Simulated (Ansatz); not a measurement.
Basis-set extrapolation for C$_{2}$H$_{9}$BOSi, SMILES `CCBO[SiH3]` (PBE0-D4/def2-TZVP geometry, frozen core, the Gaussian-basis code of Ansatz). Multiplicity 1, RHF reference.

```tsv
	def2-TZVPP	def2-QZVPP
HF	-469.633086	-469.651471
MP2 correlation	-0.812004	-0.868743
CCSD(T) correlation	-0.899744	not run
```

Energies in hartree. Use E(X) = E(∞) + A·exp(−7.88·√X) for Hartree–Fock and E(X) = E(∞) + B·X^(−2.97) for correlation, with X = 3 and 4, and add CCSD(T) minus MP2 of the smaller set to the MP2 limit.

Problem. What is the CCSD(T) energy at the basis-set limit?

Solution. HF limit: -469.651471 + (-0.018385) × 0.13774 = -469.65400. MP2 limit: -0.868743 + (-0.056739) × 0.74074 = -0.91077. Higher-order term: -0.899744 − (-0.812004) = -0.08774. Total: -470.65251 hartree, 314.2 kJ/mol below CCSD(T)/def2-TZVPP.
